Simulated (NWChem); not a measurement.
System: C$_{3}$H$_{4}$O$_{2}$; SMILES O=C1COC1

Input file for NWChem:

```
start job
memory heap 200 mb stack 900 mb global 1100 mb
geometry units angstroms noautosym nocenter noautoz
  O      0.000000     0.000000     1.866112
  C      0.000000     0.000000     0.663226
  C      0.000000     1.053520    -0.454240
  O      0.000000     0.000000    -1.438995
  C      0.000000    -1.053520    -0.454240
  H      0.906462     1.702195    -0.492184
  H     -0.906462     1.702195    -0.492184
  H      0.906462    -1.702195    -0.492184
  H     -0.906462    -1.702195    -0.492184
end
basis spherical
  O library def2-svp
  C library def2-svp
  H library def2-svp
end
dft
  xc b3lyp
  iterations 150
  mulliken
end
task dft energy
esp
  recalculate
  probe 0.07
  range 0.3
  factor 1.0
  spacing 0.02
end
task esp
```

Output (shortened):

```
             Northwest Computational Chemistry Package (NWChem) 7.3.0
             --------------------------------------------------------

                             Geometry "geometry" -> ""
                             -------------------------

 Output coordinates in angstroms (scale by  1.889725989 to convert to a.u.)

  No.       Tag          Charge          X              Y              Z
 ---- ---------------- ---------- -------------- -------------- --------------
    1 O                    8.0000     0.00000000     0.00000000     1.86611200
    2 C                    6.0000     0.00000000     0.00000000     0.66322600
    3 C                    6.0000     0.00000000     1.05352000    -0.45424000
    4 O                    8.0000     0.00000000     0.00000000    -1.43899500
    5 C                    6.0000     0.00000000    -1.05352000    -0.45424000
    6 H                    1.0000     0.90646200     1.70219500    -0.49218400
    7 H                    1.0000    -0.90646200     1.70219500    -0.49218400
    8 H                    1.0000     0.90646200    -1.70219500    -0.49218400
    9 H                    1.0000    -0.90646200    -1.70219500    -0.49218400

 Effective nuclear repulsion energy (a.u.)     168.4819140023

                                 NWChem DFT Module
                                 -----------------

 Summary of "ao basis" -> "ao basis" (spherical)
 ------------------------------------------------------------------------------
       Tag                 Description            Shells   Functions and Types
 ---------------- ------------------------------  ------  ---------------------
 O                          def2-svp                 6       14   3s2p1d
 C                          def2-svp                 6       14   3s2p1d
 H                          def2-svp                 3        5   2s1p

            General Information
            -------------------
          SCF calculation type: DFT
          Wavefunction type:  closed shell.
          No. of atoms     :     9
          No. of electrons :    38
           Alpha electrons :    19
            Beta electrons :    19
          Charge           :     0
          Spin multiplicity:     1
          Use of symmetry is: off; symmetry adaption is: off
          Maximum number of iterations: 150
          AO basis - number of functions:    90
                     number of shells:    42
          Convergence on energy requested:  1.00D-06
          Convergence on density requested:  1.00D-05
          Convergence on gradient requested:  5.00D-04

              XC Information
              --------------
                         B3LYP Method XC Potential
                     Hartree-Fock (Exact) Exchange  0.200
                        Slater Exchange Functional  0.800 local
                    Becke 1988 Exchange Functional  0.720 non-local
              Lee-Yang-Parr Correlation Functional  0.810
                  VWN I RPA Correlation Functional  0.190 local

             Grid Information
             ----------------
          Grid used for XC integration:  medium
          Radial quadrature: Mura-Knowles
          Angular quadrature: Lebedev.
          Tag              B.-S. Rad. Rad. Pts. Rad. Cut. Ang. Pts.
          ---              ---------- --------- --------- ---------
          O                   0.60       49           9.0       434
          C                   0.70       49           9.0       434
          H                   0.35       45          10.0       434
          Grid pruning is: on
          Number of quadrature shells:   425
          Spatial weights used:  Erf1

      Superposition of Atomic Density Guess
      -------------------------------------

 Sum of atomic energies:        -264.25385536

      Non-variational initial energy
      ------------------------------

 Total energy =    -266.792884
 1-e energy   =    -693.795428
 2-e energy   =     258.520630
 HOMO         =      -0.292417
 LUMO         =      -0.016381

[...]

                     NWChem Electrostatic Potential Fit Module
                     -----------------------------------------

 Atom parameters

 Number of atoms is                                    9
 Number of basis functions is                         90

 Grid parameters

 Maximum number of grid points is                  36687
 Number of grid points is                          36686
 Grid range                                     0.300000 nm
 Grid spacing                                   0.020000 nm
 Probe radius                                   0.070000 nm
 Atom radius factor                             1.000000

 Atomic radii

    1    0.100000
    6    0.147000
    8    0.136000
 FASTESP  F
  using M.O. file = ./job.movecs

    Atom              Coordinates                           Charge

                                                  ESP

    1 O     0.000000    0.000000    0.186611   -0.434019
    2 C     0.000000    0.000000    0.066323    0.341150
    3 C     0.000000    0.105352   -0.045424    0.254231
    4 O     0.000000    0.000000   -0.143900   -0.459645
    5 C     0.000000   -0.105352   -0.045424    0.249278
    6 H     0.090646    0.170220   -0.049218    0.011176
    7 H    -0.090646    0.170220   -0.049218    0.011608
    8 H     0.090646   -0.170220   -0.049218    0.012945
    9 H    -0.090646   -0.170220   -0.049218    0.013276
                                            ------------
                                                0.000000

 Dipole moment                                  0.330850

 Quadrupole moment Qxx                          5.546545
                   Qyy                         12.623387
                   Qzz                        -18.169932

 RMS deviation kJ/mol                           0.058541

 RRMS %                                        24.365847
```

Level: B3LYP/def2-SVP. Geometry: optimised at PBE-D3(BJ)/def2-SVP.
